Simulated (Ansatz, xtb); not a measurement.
# CH5GeO−: which of two conformers lies lower

Structure a: `[CH3][GeH-][OH]`, a singlet. Structure b: `[CH3][GeH-][OH]`, a singlet. Both are isolated ions in the gas phase, relaxed with PBE-D3(BJ)/def2-SVPD.

a (Å):

```yaml
atoms:
  - { symbol: C, position_ang: [-0.2588, -1.8665, 0.6454] }
  - { symbol: Ge, position_ang: [-1.9714, -0.7196, 0.5418] }
  - { symbol: O, position_ang: [-3.2013, -2.2429, 0.5019] }
  - { symbol: H, position_ang: [-0.0620, -2.2008, 1.6859] }
  - { symbol: H, position_ang: [-0.3575, -2.7669, 0.0022] }
  - { symbol: H, position_ang: [0.6222, -1.2830, 0.2967] }
  - { symbol: H, position_ang: [-1.8500, -0.5666, -1.0883] }
  - { symbol: H, position_ang: [-3.8953, -1.9938, 1.1331] }
```

b (Å):

```yaml
atoms:
  - { symbol: C, position_ang: [-0.3342, -1.8877, 0.6107] }
  - { symbol: Ge, position_ang: [-1.9056, -0.5331, 0.7850] }
  - { symbol: O, position_ang: [-3.3152, -1.8485, 1.0825] }
  - { symbol: H, position_ang: [-0.0316, -2.2640, 1.6111] }
  - { symbol: H, position_ang: [-0.5932, -2.7653, -0.0227] }
  - { symbol: H, position_ang: [0.5493, -1.3893, 0.1519] }
  - { symbol: H, position_ang: [-2.0850, -0.4555, -0.8587] }
  - { symbol: H, position_ang: [-3.2588, -2.4967, 0.3590] }
```

Task: Estimate which is lower in electronic energy at CCSD(T)/def2-SVPD + ΔMP2/def2-TZVPPD, and by roughly how much.

Result: Too close to call at this level: CCSD(T)/def2-SVPD + ΔMP2/def2-TZVPPD gives E(b) − E(a) = +0.009 eV.

Level by level:

```json
{"level": "PBE-D3(BJ)/def2-SVPD", "geometry": "PBE-D3(BJ)/def2-SVPD", "E(b) − E(a) (eV)": "+0.007", "departure from the last row (eV)": "−0.002", "job, with rough time for the two": "optimisation, 22 s"}
{"level": "HF/def2-SVPD", "geometry": "PBE-D3(BJ)/def2-SVPD", "E(b) − E(a) (eV)": "−0.005", "departure from the last row (eV)": "−0.014", "job, with rough time for the two": "part of the CCSD(T) run"}
{"level": "MP2/def2-SVPD", "geometry": "PBE-D3(BJ)/def2-SVPD", "E(b) − E(a) (eV)": "+0.016", "departure from the last row (eV)": "+0.008", "job, with rough time for the two": "part of the CCSD(T) run"}
{"level": "CCSD(T)/def2-SVPD", "geometry": "PBE-D3(BJ)/def2-SVPD", "E(b) − E(a) (eV)": "+0.007", "departure from the last row (eV)": "−0.002", "job, with rough time for the two": "single point"}
{"level": "CCSD(T)/def2-SVPD + ΔMP2/def2-TZVPPD", "geometry": "PBE-D3(BJ)/def2-SVPD", "E(b) − E(a) (eV)": "+0.009", "departure from the last row (eV)": "", "job, with rough time for the two": "single point, 42 s"}
```

The largest departure from CCSD(T)/def2-SVPD + ΔMP2/def2-TZVPPD is that of HF/def2-SVPD, 0.014 eV. Levels run at GFN2-xTB geometries aren't shown. The last row adds to CCSD(T) the change of the MP2 difference between the two basis sets, here +0.002 eV.

With harmonic frequencies from PBE-D3(BJ)/def2-SVPD (ideal gas, rigid rotor, one conformer each, 298.15 K, 1 atm): the zero-point term adds −0.009 eV; ΔH is −0.001 and ΔG +0.002 eV.

The correlated steps freeze 11 core orbitals; the filled d shell of Ge is correlated, in a basis made for valence electrons. Codes used: Ansatz 0.2.0; the last row on 2 threads of Arm Neoverse V1 on a shared host.
